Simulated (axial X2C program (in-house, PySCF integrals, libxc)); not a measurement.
BePt: cheaper levels and CCSD(T), two-component

All values were computed with an axial X2C code built on PySCF integrals. Two-component (2c) means X2C with spin–orbit coupling and atomic mean-field two-electron Coulomb and Gaunt terms. Basis: Pt dyall-cv3z [13s14p9d6f4g], Be dyall-cv3z [8s8p3d1f] (cores contracted in-house); Gaussian nuclei, density fitting, unrestricted open shells. Masses: Pt 194.965 u, Be 9.012 u.

State: Ω = 0 (closed shell); fragments Pt + Be.

```csv
level,Re (Å),ωe (cm⁻¹),De (eV)
PBE0,1.871,798.5,3.04
HF,1.913,692.1,0.632
MP2,1.850,872.8,3.46
CCSD,1.875,791.0,2.54
B3LYP,1.872,797.9,3.01
```

Correlated methods: 12 electrons correlated (number of frozen shells: Pt 5 s, 4 p, 2 d, 1 f; Be 1 s), 270 virtual spin orbitals or spinors in MP2, 90 natural virtuals in coupled cluster.

CCSD(T), same Hamiltonian and basis:

Re = 1.881 Å, ωe = 793.9 cm⁻¹, De = 2.92 eV; T1 = 0.043 (Lee–Taylor normalisation).

(1) Give the differences from CCSD(T) in the columns below.

One determinant describes the state; a PBE0 search over occupations chose it and may have missed a lower one. The closed shell is kept restricted, so the energy runs too high when the bond is stretched far. De is counted from the lowest determinant-based energies of the atoms at the same level, without counterpoise correction. Coupled cluster ran in a truncated set of natural virtual spinors; the MP2 energy of the rest was added. (T) has no such correction and the atoms are truncated less, which lowers De at CCSD(T) by a hundredth of an eV or more. Without a current term, density functionals place determinants with orbital angular momentum somewhat too high. The T1 diagnostic is large, a sign of multireference character.

## Answers

(1) 

```
level  ΔRe (Å)  Δωe (cm⁻¹)  ΔDe (eV)
 PBE0   -0.010           5      0.12
   HF    0.032        -102     -2.29
  MP2   -0.031          79      0.54
 CCSD   -0.006          -3     -0.38
B3LYP   -0.009           4      0.09
```
